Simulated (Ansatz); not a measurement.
Reaction (SMILES): [O+]#[C-]->[Au][Cl] (CAuClO) -> [O+]#[C-]->[Au][Cl] as doublet, charge +1 + e-
Geometries: B3LYP-D3(BJ)/def2-TZVP minima from Ansatz (a quantum-chemistry and plane-wave program). [O+]#[C-]->[Au][Cl] as doublet, charge +1: The spin state was set by rule; other spins were not relaxed. A spin state is the lowest found, not a proven ground state.

Quantity: adiabatic ionisation energy (electronic energy difference), in eV. Valence correlation only, unless marked. UHF or UKS for open shells. Spin-orbit coupling is left out. The frozen core is the preceding noble-gas configuration, with the filled d and f shells of earlier blocks. Past Kr the def2 sets carry scalar-relativistic core potentials. CBS marks a two-point X^-3 extrapolation of the correlation energy; Hartree-Fock from the larger set. [CCSD(T)-MP2]/basis is that difference in the basis named.

```
level                                                              program  adiabatic ionisation energy (eV)
----------------------------------------------------------  --------------  --------------------------------
PBE0/def2-QZVPP                                                     Ansatz                               ___
BHLYP-D3(BJ)/def2-TZVPD                                     Ansatz + dftd3                               ___
r2SCANh-D4/def2-TZVPD                                       Ansatz + dftd4                               ___
B2PLYP-D3(BJ)/def2-TZVPD                                    Ansatz + dftd3                             10.43
B2PLYP/def2-TZVPD                                                   Ansatz                             10.43
RI-MP2/CBS(def2-TZVPP,def2-QZVPP)+[CCSD(T)-MP2]/def2-TZVPP          Ansatz                             10.57
```

**Question.** Fill in the missing entries.

**Answer.** 
- PBE0/def2-QZVPP, adiabatic ionisation energy (eV): 10.42
- BHLYP-D3(BJ)/def2-TZVPD, adiabatic ionisation energy (eV): 10.22
- r2SCANh-D4/def2-TZVPD, adiabatic ionisation energy (eV): 10.50
